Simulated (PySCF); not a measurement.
SMILES O[SiH2]O/C=C\Cl, C₂H₅ClO₂Si

Geometry:
```json
{"atom": "O1", "x (Å)": "-2.127", "y (Å)": "-0.768", "z (Å)": "0.559"}
{"atom": "Si2", "x (Å)": "-1.592", "y (Å)": "0.395", "z (Å)": "-0.430"}
{"atom": "O3", "x (Å)": "-0.093", "y (Å)": "0.922", "z (Å)": "-0.047"}
{"atom": "C4", "x (Å)": "0.401", "y (Å)": "1.880", "z (Å)": "0.741"}
{"atom": "C5", "x (Å)": "1.689", "y (Å)": "2.000", "z (Å)": "1.041"}
{"atom": "Cl6", "x (Å)": "2.884", "y (Å)": "0.908", "z (Å)": "0.458"}
{"atom": "H7", "x (Å)": "-2.284", "y (Å)": "-0.666", "z (Å)": "1.494"}
{"atom": "H8", "x (Å)": "-2.510", "y (Å)": "1.534", "z (Å)": "-0.411"}
{"atom": "H9", "x (Å)": "-1.359", "y (Å)": "-0.288", "z (Å)": "-1.681"}
{"atom": "H10", "x (Å)": "-0.303", "y (Å)": "2.603", "z (Å)": "1.142"}
{"atom": "H11", "x (Å)": "2.064", "y (Å)": "2.788", "z (Å)": "1.670"}
```

Computed, not measured: GIAO PBE/pcSseg-1 magnetisability, rotational g tensor and spin-rotation constants, non-relativistic, gas phase (PySCF). Geometry: GFN2-xTB, dihedral held. The dihedral O1–Si2–O3–C4 is held at 270°.

(1) Give the nuclear spin-rotation constants along the inertial axes (H = +C I·J) beside the isotropic shieldings.

Answers

(1) Rotational constants 6.2630, 0.9304, 0.8850 GHz. A star marks the isotopologue with that one atom substituted, in its own axes.
| atom | isotope | Caa (kHz) | Cbb (kHz) | Ccc (kHz) | mean (kHz) | σ (ppm) |
| --- | --- | --- | --- | --- | --- | --- |
| Cl6 | 35Cl | 1.903 | 0.164 | 0.162 | 0.743 | 773.2 |
| H7 | 1H | -0.846 | -0.106 | 0.018 | -0.311 | 29.2 |
| H8 | 1H | -0.371 | 0.025 | -0.077 | -0.141 | 26.1 |
| H9 | 1H | -0.579 | -0.030 | -0.005 | -0.205 | 26.9 |
| H10 | 1H | -0.441 | 0.050 | -0.084 | -0.158 | 25.0 |
| H11 | 1H | -0.182 | -0.025 | -0.072 | -0.093 | 26.4 |
| O1 | 17O* | -0.419 | -0.108 | -0.109 | -0.212 | 270.6 |
| Si2 | 29Si* | -3.879 | -0.557 | -0.524 | -1.653 | 372.2 |
| O3 | 17O* | -1.585 | -0.195 | -0.080 | -0.620 | 172.4 |
| C4 | 13C* | 1.930 | 0.413 | 0.228 | 0.857 | 39.8 |
| C5 | 13C* | 1.730 | 0.339 | 0.198 | 0.756 | 71.5 |

For the geometry as given, no vibrational averaging.
